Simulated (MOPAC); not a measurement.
MOPAC input (PM3):

```
PM3 1SCF GEO-OK AUX(PRECISION=9) THREADS=1
FGa

Ga   -0.00000000 1   -0.00000000 1   -0.40510264 1
F     0.00000000 1    0.00000000 1    1.39535353 1
```

What heat of formation does the run end on, and which ionisation energy by Koopmans theorem?

-46.04 kcal/mol; 10.74 eV.
